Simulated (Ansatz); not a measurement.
Consider the formal exchange of groups at a Te–Zn bond: `[CH3][Zn][TeH]` + `CCl` → `ClC[TeH]` + `[CH3][ZnH]`.

Isolated molecules relaxed with PBE0-D4/def2-TZVP in Ansatz; ΔE leaves out vibrations. CCSD(T)/CBS is the MP2 limit (def2-TZVPP, def2-QZVPP) plus CCSD(T) − MP2 in def2-TZVPP, frozen cores. This one scheme is used for every species. Functionals use def2-TZVPP. B3LYP here is the variant with VWN-RPA as its local correlation; programs differ in this. def2 core potentials past Kr. For Te, Zn outer-core shells are correlated without core-valence functions, which leaves a few kJ/mol of doubt a bond. Scalar relativity is left out up to krypton.

`[CH3][Zn][TeH]`:

```xyz
7

C    -1.030    0.160    0.930
Zn    0.596    0.075   -0.132
Te    2.683   -0.033   -1.491
H    -1.296    1.197    1.141
H    -1.857   -0.307    0.390
H    -0.896   -0.366    1.877
H     1.800   -0.726   -2.714
```

`CCl`:

Z-matrix (Å, degrees):
```
C
Cl 1 1.773
H 1 1.088 2 108.6
H 1 1.087 2 108.7 3 -120.0
H 1 1.088 2 108.7 3 120.0
```

`ClC[TeH]`:

Z-matrix (Å, degrees):
```
C
Te 1 2.155
Cl 1 1.766 2 109.0
H 1 1.086 2 109.8 3 -118.6
H 1 1.086 2 109.9 3 118.6
H 2 1.661 1 92.5 3 179.7
```

`[CH3][ZnH]`:

```xyz
6

C    -0.316   -0.595   -0.218
Zn    0.551    1.037    0.379
H    -0.836   -0.439   -1.167
H     0.413   -1.397   -0.363
H    -1.051   -0.940    0.514
H     1.240    2.334    0.854
```

| level | ΔE (kcal/mol) | difference from CCSD(T)/CBS |
| --- | --- | --- |
| LDA (SPW92) | 40.3 | -2.6 |
| revPBE-D4 | 38.9 | -4.0 |
| B3LYP-D4 | 41.4 | -1.5 |
| r2SCANh-D4 | 43.3 | 0.4 |
| PBE | 41.3 | -1.6 |
| revPBE | 41.5 | -1.4 |
| r2SCAN | 42.6 | -0.3 |
| PBE0 | 43.6 | 0.7 |
| B3LYP | 42.8 | -0.1 |
| r2SCANh | 43.4 | 0.5 |
| LC-ωPBE | 42.4 | -0.5 |
| HF/def2-SVP | 51.3 | 8.4 |
| MP2/def2-TZVPP | 41.8 | -1.1 |
| CCSD/def2-TZVPP | 42.1 | -0.8 |
| CCSD(T)/def2-TZVPP | 41.1 | -1.8 |
| CCSD/CBS(def2) | 43.9 | 1.0 |
| CCSD(T)/CBS | 42.9 | 0 |

Largest T1 diagnostic among the species: 0.014.

At CCSD(T), def2-SVP lies +2.6 kcal/mol from the extrapolated value and def2-TZVPP −1.8 kcal/mol. In def2-TZVPP, CCSD(T) changes the Hartree–Fock value by −7.4 kcal/mol (the triples alone add −1.0 kcal/mol) and MP2 by −6.7 kcal/mol.
